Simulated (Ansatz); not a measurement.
Geometry optimisation, RKS BHLYP-D4/6-31G* in Ansatz.

Input file:

```yaml
crystal:
  periodic: [false, false, false]
  atoms:
    - { symbol: Si, position_ang: [-1.086, 0.2207, -0.7392] }
    - { symbol: "N", position_ang: [-0.4674, -1.0106, 0.3169] }
    - { symbol: B, position_ang: [0.6511, -0.4098, 1.1107] }
    - { symbol: S, position_ang: [2.4047, 0.0224, 0.3009] }
    - { symbol: H, position_ang: [-2.2688, -0.2902, -1.5231] }
    - { symbol: H, position_ang: [-1.597, 1.4189, 0.0579] }
    - { symbol: H, position_ang: [-0.0781, 0.7211, -1.6951] }
    - { symbol: H, position_ang: [-0.0264, -1.7394, -0.2984] }
    - { symbol: H, position_ang: [0.601, -0.3369, 2.343] }
    - { symbol: H, position_ang: [1.9501, 1.3526, 0.1293] }
basis:
  gaussian: { orbitals: "6-31G*" }
hamiltonian:
  xc: { name: BHLYP }
  dispersion: d4
relax:
  f_tol: 0.015
  max_steps: 40
```

Launched with:

```bash
$ ansatz run input.yaml --threads 1 --pin off --max-ram 2048MiB --backend cpu --events-out ev --progress --plain --runs-dir out
```

Question: Where does it end, and by what steps?

Answer: The run converged. The force dipped under the threshold on the way, but the program's further checks kept it going. After 28 steps the energy has fallen by 1.952 eV; H10 moved furthest, 2.39 Å.

```
step  energy less start (eV)  largest force component (eV/Å)  accepted
   0                  0.0000                           2.517       yes
   1                 -0.3837                           1.551       yes
   2                 -0.6328                           0.983       yes
   3                 -0.8585                           0.752       yes
   4                 -1.0291                           0.513       yes
   5                 -1.1662                           0.402       yes
   6                 -1.2972                           0.632       yes
   7                 -1.4267                           0.629       yes
   8                 -1.5601                           0.694       yes
   9                 -1.6665                           0.726       yes
  10                 -1.7779                           0.572       yes
  11                 -1.8668                           0.395       yes
  12                 -1.9162                           0.248       yes
  13                 -1.9440                           0.149       yes
  14                 -1.9421                           0.257        no
  15                 -1.9467                           0.141       yes
  16                 -1.9480                           0.051       yes
  17                 -1.9480                           0.073        no
  18                 -1.9483                           0.014       yes
  19                 -1.9488                           0.035       yes
  20                 -1.9494                           0.056       yes
  21                 -1.9499                           0.061       yes
  22                 -1.9505                           0.081       yes
  23                 -1.9510                           0.072       yes
  24                 -1.9514                           0.040       yes
  25                 -1.9513                           0.058        no
  26                 -1.9516                           0.020       yes
  27                 -1.9517                           0.016       yes
  28                 -1.9518                           0.012       yes
```

```xyz
10
Properties=species:S:1:pos:R:3
Si -1.522 0.147 -0.763
N 0.090 -0.408 -0.397
B 0.918 0.061 0.632
S 2.584 -0.641 0.849
H -2.488 -0.968 -0.685
H -1.868 1.184 0.221
H -1.589 0.702 -2.130
H 0.461 -1.134 -0.989
H 0.543 0.913 1.364
H 2.954 0.093 1.900
```

The run took 77 s on 1 thread of AMD EPYC 9R14 (Zen 4), on a shared host, peak memory 0.17 GiB.
